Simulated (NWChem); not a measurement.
The numbers come from NWChem runs, not from measurements. System: Cl2Pb, charge 0, spin multiplicity 1, at a geometry optimised with B3LYP/def2-SVP with def2 effective core potentials on Pb. The structure started from a generated list of species. Level: G0W0@PBE0/def2-TZVP with def2 effective core potentials on Pb, RI basis def2-tzvp-rifit, no spin-orbit coupling.

The NWChem input:

```
start mol
memory heap 200 mb stack 700 mb global 1700 mb
geometry units angstroms nocenter noautoz
  Pb     0.000000     0.000000    -0.465769
  Cl     1.936312     0.000000     1.123325
  Cl    -1.936312     0.000000     1.123325
  symmetry group C2v
end
basis spherical
  * library def2-tzvp
end
ecp
  Pb library def2-ecp
end
basis "ri basis" bse spherical
  * library def2-tzvp-rifit
end
dft
  xc pbe0
  iterations 100
  direct
  tolerances tight
end
task dft energy
gw
  states alpha occ 4 vir 2
end
task dft gw
```

Part of the output:

```
             Northwest Computational Chemistry Package (NWChem) 7.3.0
             --------------------------------------------------------

                                NWChem Input Module
                                -------------------

 Scaling coordinates for geometry "geometry" by  1.889725989
 (inverse scale =  0.529177249)

 Turning off AUTOSYM since
 SYMMETRY directive was detected!

                             Geometry "geometry" -> ""
                             -------------------------

 Output coordinates in angstroms (scale by  1.889725989 to convert to a.u.)

  No.       Tag          Charge          X              Y              Z
 ---- ---------------- ---------- -------------- -------------- --------------
    1 Pb                  82.0000     0.00000000     0.00000000    -0.46576900
    2 Cl                  17.0000     1.93631200     0.00000000     1.12332500
    3 Cl                  17.0000    -1.93631200     0.00000000     1.12332500

 Effective nuclear repulsion energy (a.u.)     628.4746591278

            Nuclear Dipole moment (a.u.)
            ----------------------------
        X                 Y               Z
 ---------------- ---------------- ----------------
     0.0000000000     0.0000000000    -0.0000151178

      Symmetry information
      --------------------

 Group name             C2v
 Group number             16
 Group order               4
 No. of unique centers     2

      Symmetry unique atoms

     1    2


 Summary of "ao basis" -> "" (spherical)
 ------------------------------------------------------------------------------
       Tag                 Description            Shells   Functions and Types
 ---------------- ------------------------------  ------  ---------------------
 *                         def2-tzvp                  on all atoms

 Summary of "ri basis" -> "" (spherical)
 ------------------------------------------------------------------------------
       Tag                 Description            Shells   Functions and Types
 ---------------- ------------------------------  ------  ---------------------
 *                      def2-tzvp-rifit               on all atoms

                                 NWChem DFT Module
                                 -----------------

 Summary of "ao basis" -> "ao basis" (spherical)
 ------------------------------------------------------------------------------
       Tag                 Description            Shells   Functions and Types
 ---------------- ------------------------------  ------  ---------------------
 Pb                        def2-tzvp                16       50   6s5p3d2f
 Cl                        def2-tzvp                13       37   5s5p2d1f

 Summary of "ao basis" -> "ao basis" (spherical)
 ------------------------------------------------------------------------------
       Tag                 Description            Shells   Functions and Types
 ---------------- ------------------------------  ------  ---------------------
 Pb                        def2-tzvp                16       50   6s5p3d2f
 Cl                        def2-tzvp                13       37   5s5p2d1f

      Symmetry analysis of basis
      --------------------------

        a1         46
        a2         17
        b1         37
        b2         24

            General Information
            -------------------
          SCF calculation type: DFT
          Wavefunction type:  closed shell.
          No. of atoms     :     3
          No. of electrons :    56
           Alpha electrons :    28
            Beta electrons :    28
          Charge           :     0
          Spin multiplicity:     1
          Use of symmetry is: on ; symmetry adaption is: on
          Maximum number of iterations: 100
          This is a Direct SCF calculation.
          AO basis - number of functions:   124
                     number of shells:    42
          Convergence on energy requested:  1.00D-06
          Convergence on density requested:  1.00D-05
          Convergence on gradient requested:  5.00D-04

              XC Information
              --------------
                         PBE0 Method XC Functional
                     Hartree-Fock (Exact) Exchange  0.250
          PerdewBurkeErnzerhof Exchange Functional  0.750
            Perdew 1991 LDA Correlation Functional  1.000 local
           PerdewBurkeErnz. Correlation Functional  1.000 non-local

             Grid Information
             ----------------
          Grid used for XC integration:  medium
          Radial quadrature: Mura-Knowles
          Angular quadrature: Lebedev.
          Tag              B.-S. Rad. Rad. Pts. Rad. Cut. Ang. Pts.
          ---              ---------- --------- --------- ---------
          Pb                  1.80      123           9.0       590
          Cl                  1.00       88          11.0       590
          Grid pruning is: on
          Number of quadrature shells:   211
          Spatial weights used:  Erf1

          Convergence Information
          -----------------------
          Convergence aids based upon iterative change in
          total energy or number of iterations.
          Levelshifting, if invoked, occurs when the
          HOMO/LUMO gap drops below (HL_TOL):  1.00D-02
          DIIS, if invoked, will attempt to extrapolate
          using up to (NFOCK): 10 stored Fock matrices.

                    Damping( 0%)  Levelshifting(0.5)       DIIS
                  --------------- ------------------- ---------------
          dE  on:    start            ASAP                start
[...]
      -------------------------------------------------

  Numbering of irreducible representations:

     1 a1          2 a2          3 b1          4 b2

  Orbital symmetries:

     1 a1          2 b1          3 a1          4 b1          5 a1
     6 b1          7 a1          8 b2          9 b1         10 a2
    11 a1         12 b1         13 a1         14 b2         15 a1
    16 b1         17 a1         18 a2         19 b2         20 a1
    21 b1         22 a1         23 b1         24 a1         25 b2
    26 a2         27 b1         28 a1         29 b2         30 a1
    31 b1         32 b2         33 a1         34 b1         35 a1
    36 b2         37 a2         38 a1

   convergence    iter        energy       DeltaE   RMS-Dens  Diis-err    time
 ---------------- ----- ----------------- --------- --------- ---------  ------
 d= 0,ls=0.0,diis     1  -1113.0289309633 -1.31D+03  1.52D-02  1.06D+00     2.5
 d= 0,ls=0.0,diis     2  -1112.8814473530  1.47D-01  9.41D-03  1.47D+00     4.0
 d= 0,ls=0.0,diis     3  -1113.0983541945 -2.17D-01  2.14D-03  1.21D-01     5.4
 d= 0,ls=0.0,diis     4  -1113.1150814431 -1.67D-02  3.97D-04  2.27D-03     6.9
 d= 0,ls=0.0,diis     5  -1113.1153387184 -2.57D-04  1.39D-04  4.72D-04     8.3
 d= 0,ls=0.0,diis     6  -1113.1153796986 -4.10D-05  3.28D-05  3.26D-05    10.0
 d= 0,ls=0.0,diis     7  -1113.1153839412 -4.24D-06  4.64D-06  6.35D-07    11.5
 d= 0,ls=0.0,diis     8  -1113.1153840197 -7.85D-08  1.77D-06  5.82D-08    12.9

         Total DFT energy =    -1113.115384019692
      One electron energy =    -2002.115313412397
           Coulomb energy =      763.787632112049
    Exchange-Corr. energy =      -72.298412294427
 Nuclear repulsion energy =      197.510709575083

 Numeric. integr. density =       55.999999355541

     Total iterative time =     11.9s

                  Occupations of the irreducible representations
                  ----------------------------------------------

                     irrep           alpha         beta
                     --------     --------     --------
                     a1               12.0         12.0
                     a2                3.0          3.0
                     b1                9.0          9.0
                     b2                4.0          4.0

                       DFT Final Molecular Orbital Analysis
                       ------------------------------------

 Vector   26  Occ=2.000000D+00  E=-3.169164D-01  Symmetry=a2
              MO Center=  1.4D-13, -2.0D-15,  1.1D+00, r^2= 4.9D+00
   Bfn.  Coefficient  Atom+Function         Bfn.  Coefficient  Atom+Function
  ----- ------------  ---------------      ----- ------------  ---------------
    66      0.377280  2 Cl py               103     -0.377280  3 Cl py
    69      0.261908  2 Cl py               106     -0.261908  3 Cl py
    63      0.177533  2 Cl py               100     -0.177533  3 Cl py
    57     -0.145316  2 Cl py                94      0.145316  3 Cl py
    22     -0.067678  1 Pb d -2              60     -0.068002  2 Cl py

 Vector   27  Occ=2.000000D+00  E=-3.104062D-01  Symmetry=b1
              MO Center= -7.0D-14, -6.0D-16,  1.1D+00, r^2= 5.0D+00
   Bfn.  Coefficient  Atom+Function         Bfn.  Coefficient  Atom+Function
  ----- ------------  ---------------      ----- ------------  ---------------
    65      0.317565  2 Cl px               102      0.317565  3 Cl px
    67     -0.220585  2 Cl pz               104      0.220585  3 Cl pz
    68      0.212121  2 Cl px               105      0.212121  3 Cl px
    70     -0.154104  2 Cl pz               107      0.154104  3 Cl pz
    62      0.147901  2 Cl px                99      0.147901  3 Cl px

 Vector   28  Occ=2.000000D+00  E=-3.020533D-01  Symmetry=a1
              MO Center=  9.2D-14,  3.8D-16,  6.6D-01, r^2= 5.2D+00
   Bfn.  Coefficient  Atom+Function         Bfn.  Coefficient  Atom+Function
  ----- ------------  ---------------      ----- ------------  ---------------
    67      0.343701  2 Cl pz               104      0.343701  3 Cl pz
     5      0.296629  1 Pb s                  6      0.269451  1 Pb s
     3     -0.245144  1 Pb s                 70      0.239382  2 Cl pz
   107      0.239382  3 Cl pz                12      0.165242  1 Pb pz
    64      0.161545  2 Cl pz               101      0.161545  3 Cl pz

 Vector   29  Occ=0.000000D+00  E=-1.197403D-01  Symmetry=b2
              MO Center=  1.0D-15, -1.7D-15, -4.1D-01, r^2= 3.9D+00
   Bfn.  Coefficient  Atom+Function         Bfn.  Coefficient  Atom+Function
  ----- ------------  ---------------      ----- ------------  ---------------
    17      0.575592  1 Pb py                11     -0.413967  1 Pb py
    14      0.329982  1 Pb py                20      0.285223  1 Pb py
    69     -0.153484  2 Cl py               106     -0.153484  3 Cl py
    66     -0.133925  2 Cl py               103     -0.133925  3 Cl py
     8      0.086000  1 Pb py                63     -0.073930  2 Cl py

 Vector   30  Occ=0.000000D+00  E=-4.844738D-02  Symmetry=a1
              MO Center=  2.0D-14, -2.8D-15, -4.1D-01, r^2= 5.4D+00
   Bfn.  Coefficient  Atom+Function         Bfn.  Coefficient  Atom+Function
  ----- ------------  ---------------      ----- ------------  ---------------
    21      0.504980  1 Pb pz                 5      0.477799  1 Pb s
    18      0.459886  1 Pb pz                12     -0.335847  1 Pb pz
    15      0.281787  1 Pb pz                68      0.226172  2 Cl px
   105     -0.226172  3 Cl px                 3     -0.209741  1 Pb s
    55     -0.210446  2 Cl s                 92     -0.210446  3 Cl s

 Vector   31  Occ=0.000000D+00  E=-3.816428D-02  Symmetry=b1
              MO Center=  1.3D-14, -5.2D-17, -5.5D-01, r^2= 5.4D+00
   Bfn.  Coefficient  Atom+Function         Bfn.  Coefficient  Atom+Function
  ----- ------------  ---------------      ----- ------------  ---------------
    19      0.554484  1 Pb px                16      0.448101  1 Pb px
    10     -0.348581  1 Pb px                13      0.301025  1 Pb px
    55     -0.211499  2 Cl s                 92      0.211499  3 Cl s
    70      0.186257  2 Cl pz               107     -0.186257  3 Cl pz
    35      0.164392  1 Pb d  1              67      0.155437  2 Cl pz

 center of mass
 --------------
 x =   0.00000000 y =   0.00000000 z =  -0.12447674

 moments of inertia (a.u.)
 ------------------
         471.967151703569           0.000000000000           0.000000000000
           0.000000000000        1408.363456568216           0.000000000000
           0.000000000000           0.000000000000         936.396304864648

     Multipole analysis of the density
     ---------------------------------

     L   x y z        total         alpha         beta         nuclear
     -   - - -        -----         -----         ----         -------
     0   0 0 0     -0.000000    -28.000000    -28.000000     56.000000

     1   1 0 0      0.000000      0.000000      0.000000      0.000000
     1   0 1 0     -0.000000     -0.000000     -0.000000      0.000000
     1   0 0 1     -1.879698    -27.345115    -27.345115     52.810532

     2   2 0 0    -46.510092   -250.868153   -250.868153    455.226214
     2   1 1 0      0.000000      0.000000      0.000000      0.000000
     2   1 0 1      0.000000      0.000000      0.000000      0.000000
     2   0 2 0    -36.658901    -18.329451    -18.329451      0.000000
     2   0 1 1     -0.000000     -0.000000     -0.000000      0.000000
     2   0 0 2    -40.206519   -105.230120   -105.230120    170.253722

 Task  times  cpu:       12.9s     wall:       12.9s

                                NWChem Input Module
                                -------------------

                                 NWChem GW Module
                                 ----------------

                             ***********************
                             ***        GW       ***
                             ***********************

 Summary of "ri basis" -> "ri basis" (spherical)
 ------------------------------------------------------------------------------
       Tag                 Description            Shells   Functions and Types
 ---------------- ------------------------------  ------  ---------------------
 Pb                     def2-tzvp-rifit             38      184   9s8p8d6f4g3h
 Cl                     def2-tzvp-rifit             29      113   9s7p6d5f2g

                 Memory Information
                 ------------------
          Available GA per process is          1699.9 MBs
          Available stack per process is        700.0 MBs
          Available heap per process is           0.0 MBs

          Peak memory in Initialization
              Peak GA per process is                 12.9 MBs
              Peak stack per process is               0.1 MBs
              Peak heap per process is               13.7 MBs
              Memory not in MA per process            0.0 MBs

          Peak memory in AFF Calculation
              Peak GA per process is                 75.0 MBs
              Peak stack per process is              55.1 MBs
              Peak heap per process is                0.0 MBs
              Memory not in MA per process           55.1 MBs

          Computing 2-center integrals
          Computing Inverse Cholesky factor
          Computing 3-center integrals
          Computing V_xc ...

          Computing Sigma_x
          Computing RPA polarizability
          Solving quasiparticle equations

                  Alpha Orbitals
          State     Energy (eV)     Error (eV)
          -----------------------------------
@GW        25        -10.684           0.004
@GW        26        -10.313           0.004
@GW        27        -10.202           0.004
@GW        28         -9.977           0.004
@GW        29         -1.329           0.004
@GW        30          0.595           0.004

   Applying  -1.7574 eV scissor-shift to rest of particle states

   Applying   1.9290 eV scissor-shift to rest of hole states

     GW Timing Statistics
   ------------------------
   Init.   :          0.1s
     ERIs  :          1.5s
     Distr.:          0.0s
     Vxc   :          1.4s
   Sigma_x :          0.0s
   RPA     :          4.0s
   Wmn     :          0.1s
   Sigma_c :          0.0s
   GW total:          7.1s

 Task  times  cpu:        7.1s     wall:        7.1s

 Total times  cpu:       20.1s     wall:       20.1s
```
